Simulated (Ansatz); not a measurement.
The cluster Be₄S₄⁺, relaxed as a doublet with UKS PBE-D4/def2-SVP in Ansatz, starting from the GFN1-xTB geometry. Force threshold 0.02 eV/Å.

The structure comes from a short search, and lower isomers may exist.

Start:

Cartesian coordinates in Å:
```
Be -0.915 1.495 0.524
Be -0.059 0.013 -1.477
Be 1.416 0.300 0.300
Be -0.227 -1.759 0.465
S 1.268 -1.395 -0.831
S -1.719 -0.366 0.074
S -0.347 -0.107 1.721
S 0.584 1.820 -0.777
```

```csv
step,energy (eV),largest force component (eV/Å),SCF passes
1,-44908.5495,5.412,40
2,-44910.3163,3.501,28
3,-44911.1872,0.663,24
4,-44911.2506,0.756,26
5,-44911.3115,0.365,20
6,-44911.3198,0.092,21
7 (rejected),-44911.3129,0.150,21
8,-44911.3223,0.014,20
```

Force components are those of the run's own axes.

End:

```tsv
atom	x (Å)	y (Å)	z (Å)
Be1	-0.8252	1.2000	0.4993
Be2	-0.0972	0.0046	-1.4003
Be3	1.3411	0.2797	0.3131
Be4	-0.2616	-1.4484	0.4516
S5	1.2799	-1.4377	-0.8415
S6	-1.9525	-0.4109	-0.2495
S7	-0.0623	-0.0495	2.0093
S8	0.5777	1.8623	-0.7820
```

Bonds lost: S6–S7 (atoms count from 1).

No frequencies were taken in this run, so the end may be a saddle point.

It took 9.5 s on 4 threads of Intel Xeon Platinum 8488C on a shared host.
